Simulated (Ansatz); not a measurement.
Relaxation of MoO2Br2 (MoBr₂O₂) with RKS B3LYP-D4/def2-SVP.

```sh
$ ansatz run in.yaml --threads 4 --pin off --events-out ev --progress --plain --max-ram 3916MiB
```

```yaml
crystal:
  periodic: [false, false, false]
  atoms:
    - {symbol: Mo, position_ang: [0.184700, -0.000300, 0.129550]}
    - {symbol: O, position_ang: [0.039110, -0.015150, 1.749370]}
    - {symbol: O, position_ang: [1.658320, 0.011030, -0.558560]}
    - {symbol: Br, position_ang: [-0.948000, 1.894140, -0.644550]}
    - {symbol: Br, position_ang: [-0.934140, -1.889710, -0.675810]}
basis:
  gaussian: {orbitals: def2-SVP}
hamiltonian: {xc: {name: B3LYP}, dispersion: d4}
scf: {lower_state_search: "off"}
output: {orbitals: {seedname: orbitals}}
relax: {f_tol: 0.02, max_steps: 100}
```

Hardware: 4 threads of AMD EPYC 7B13 on a shared host. Wall time 8.5 s.

Positions (Å) and forces (eV/Å) at steps 1, 2, 3, 4, 5 of 5:

```xyz
5
step=1 energy=-146029.2012 eV
Mo    0.185    0.000    0.130   -3.839    0.011   -2.692
O     0.039   -0.015    1.749    0.955   -0.031    4.098
O     1.658    0.011   -0.559    4.180    0.019   -0.497
Br   -0.948    1.894   -0.645   -0.651    1.168   -0.443
Br   -0.934   -1.890   -0.676   -0.644   -1.167   -0.466
5
step=2 energy=-146029.6746 eV
Mo    0.149   -0.001    0.105   -0.761    0.009   -0.533
O     0.126   -0.013    1.786    0.414    0.000   -0.429
O     1.723    0.010   -0.489   -0.262   -0.006    0.535
Br   -1.006    2.023   -0.683    0.306   -0.511    0.208
Br   -0.992   -2.019   -0.719    0.302    0.508    0.220
5
step=3 energy=-146029.7312 eV
Mo    0.116    0.003    0.081    0.391   -0.053    0.275
O     0.160   -0.019    1.760   -0.036    0.029   -0.329
O     1.710    0.009   -0.449   -0.320    0.011    0.078
Br   -1.001    2.001   -0.682   -0.016    0.041   -0.006
Br   -0.984   -1.994   -0.710   -0.019   -0.028   -0.018
5
step=4 energy=-146029.7304 eV rejected
Mo    0.117   -0.014    0.082    0.118    0.217    0.100
O     0.158    0.005    1.758   -0.001   -0.097   -0.111
O     1.706    0.018   -0.450   -0.090   -0.066    0.031
Br   -0.991    1.996   -0.669   -0.025   -0.003   -0.031
Br   -0.990   -2.004   -0.721   -0.002   -0.050    0.011
5
step=5 energy=-146029.7335 eV
Mo    0.118    0.000    0.083   -0.002    0.000   -0.001
O     0.159   -0.015    1.756   -0.001    0.000    0.001
O     1.705    0.010   -0.448    0.000    0.000   -0.001
Br   -0.998    2.004   -0.678    0.001    0.000    0.001
Br   -0.984   -1.999   -0.712    0.001    0.000    0.001
```

In the def2 sets Mo takes a core potential; there is no spin–orbit coupling. The restricted singlet is unstable towards broken spin symmetry in Hartree–Fock (as tested in another run); at B3LYP-D4/def2-SVP this wasn't settled. The relaxation made no stability test and no search for a lower SCF solution.
